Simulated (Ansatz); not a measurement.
Wavefunction ladder for H4MoO5 (`[O]=[Mo]([OH])([OH])([OH])[OH]`)

```xyz
10

O     1.8578    0.9817   -0.2954
Mo    0.4011    0.2177   -0.0739
O    -0.4741    1.4928    0.9944
O    -0.8931    0.5700   -1.4339
O     0.7195   -1.3679   -1.0313
O     0.2879   -0.8632    1.5037
H    -1.2681    1.2868    1.4958
H    -1.3578    1.4073   -1.3505
H     0.0244   -1.9980   -1.2411
H     0.7025   -1.7273    1.4323
```

The species carries charge 0 and has multiplicity 1. Correlated methods include outer-core shells of Mo, which these sets cover unevenly. Mo takes the def2 core potential. Geometry: relaxed with PBE0-D4/def2-TZVP. It is one conformer, not always the lowest. Frozen core, restricted reference, the Gaussian-basis code of Ansatz.

```csv
basis,HF (Eh),MP2 corr.,CCSD corr.,(T),CCSD(T) total
def2-SVP,?,-1.41135,?,-0.06277,?
def2-TZVPP,-444.42465,?,-1.75759,-0.09681,?
def2-QZVPP,?,-1.97808,–,–,–
```

**Question.** Fill in the withheld values. (An estimate is asked.)

**Answer.** Ansatz gave: def2-SVP HF (Eh): -443.90134; def2-SVP CCSD corr.: -1.35285; def2-SVP CCSD(T) total: -445.31696; def2-TZVPP MP2 corr.: -1.83330; def2-TZVPP CCSD(T) total: -446.27905; def2-QZVPP HF (Eh): -444.44848.
